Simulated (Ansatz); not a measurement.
`C[O][Al]1[CH2][NH]1` and `[OH][Al]1[CH2][NH]1` differ in one atom or group.

Ansatz, PBE0-D4/def2-TZVP geometries, multiplicity 1. Each molecule was computed in one conformer, which needn't be the lowest.

| property | `C[O][Al]1[CH2][NH]1` |
| --- | --- |
| HOMO–LUMO gap (PBE0/def2-TZVPP) / eV | 5.60 |
| HOMO–LUMO gap (PBE/def2-TZVPP) / eV | 3.42 |
| HOMO energy (PBE0/def2-TZVPP) / eV | -6.29 |
| HOMO–LUMO gap (ωB97M-V/def2-TZVPP) / eV | 9.57 |
| LUMO energy (ωB97M-V/def2-TZVPP) / eV | 0.94 |
| LUMO energy (B3LYP/def2-TZVPP) / eV | -0.96 |

(1) What does the change do to each property? (Estimate.)

Answers

(1) The calculation gave: 
| property | `[OH][Al]1[CH2][NH]1` | shift |
| --- | --- | --- |
| HOMO–LUMO gap (PBE0/def2-TZVPP) / eV | 5.50 | -0.10 |
| HOMO–LUMO gap (PBE/def2-TZVPP) / eV | 3.33 | -0.09 |
| HOMO energy (PBE0/def2-TZVPP) / eV | -6.36 | -0.07 |
| HOMO–LUMO gap (ωB97M-V/def2-TZVPP) / eV | 9.47 | -0.10 |
| LUMO energy (ωB97M-V/def2-TZVPP) / eV | 0.77 | -0.17 |
| LUMO energy (B3LYP/def2-TZVPP) / eV | -1.16 | -0.20 |

With PBE0 the HOMO falls by 0.07 eV and the LUMO falls by 0.17 eV, so the gap narrows by about 0.10 eV. PBE moves the HOMO by -0.06 eV and ωB97M-V by -0.07 eV.

B3LYP here is the variant with VWN-RPA as its local correlation; programs differ in this.
